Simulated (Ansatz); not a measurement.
Ansatz results at the PBE0-D4/def2-TZVP geometry: HOMO–LUMO gap (PBE0/def2-TZVPP) 9.03 eV; LUMO energy (B3LYP/def2-TZVPP) 0.51 eV; HOMO–LUMO gap (PBE/def2-TZVPP) 6.60 eV.

Each molecule was computed in one conformer, which needn't be the lowest.

Problem. Which molecule gave them?
A. `CN=C=CCl`
B. `CC(O)O[SiH3]`
C. `C[SiH2]OCO`
D. `O[SiH]1C[Se]C1`

Solution. C. The others give `O[SiH]1C[Se]C1`: 6.09, -0.46, 4.06; `CN=C=CCl`: 5.62, -1.13, 3.38; `CC(O)O[SiH3]`: 8.32, 0.00, 5.90.

B3LYP here is the variant with VWN-RPA as its local correlation; programs differ in this.
